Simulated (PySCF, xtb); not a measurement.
Dissociation curve of AgH, singlet.

- RMP2 = MP2 on RHF/def2-TZVP, def2 effective core potentials past Kr run with PySCF 2.14.0
- UCCSD = CCSD on UHF/def2-TZVP, def2 effective core potentials past Kr (PySCF)
- GFN1-xTB (xtb)

Energies are in mEh, each relative to the lowest point of its own curve near equilibrium.

| R / Å | RMP2 | UCCSD | GFN1-xTB |
|---|---|---|---|
| 1.28 | 34.9 | 40.6 | 43.1 |
| 1.39 | 11.3 | 14.9 | 11.7 |
| 1.44 | 5.5 | 8.2 | 5.2 |
| 1.53 | 0.5 | 1.6 | [?] |
| 1.58 | 0.0 | [?] | 0.0 |
| 1.62 | 0.5 | 0.0 | 0.6 |
| 1.66 | 1.6 | 0.4 | 1.7 |
| 1.71 | 3.7 | 1.7 | 3.7 |
| 1.78 | 7.7 | 4.6 | 7.4 |
| 1.87 | 14.1 | 9.6 | 13.2 |
| 2.03 | 27.3 | 20.3 | 25.3 |
| 2.18 | 40.4 | 31.5 | 37.8 |
| 2.43 | 61.7 | 49.0 | 59.5 |
| 2.69 | 81.9 | 63.3 | 81.7 |
| 2.92 | 97.4 | 71.6 | 99.5 |
| 3.25 | 115.8 | [?] | 119.4 |
| 3.52 | 127.6 | [?] | 130.4 |
| 3.92 | 140.1 | 80.6 | — |
| 4.34 | 147.7 | [?] | — |
| 4.85 | 150.7 | 81.1 | — |
| 5.64 | [?] | 81.1 | — |
| 6.43 | 131.4 | 81.2 | — |

Problem. Some entries are withheld; supply them.

Solution. 
- 1.53, GFN1-xTB: 0.3
- 1.58, UCCSD: 0.2
- 3.25, UCCSD: 77.5
- 3.52, UCCSD: 79.5
- 4.34, UCCSD: 80.9
- 5.64, RMP2: 144.9

A dash means that the run gave no value there, or that the column was ended at a point which the program doubted or which failed a test of continuity chosen for this set; such a test can also cut sound points.

The restricted form behind RMP2 keeps the bonding electrons paired and can't separate into open-shell fragments. The T1 diagnostic of CCSD on the restricted reference of RMP2 exceeds 0.045 at 2.69 to 6.43 Å. The unrestricted determinant behind UCCSD is spin-contaminated at 2.18 to 6.43 Å (<S²> up to 1.0, against 0.00 for a pure singlet).
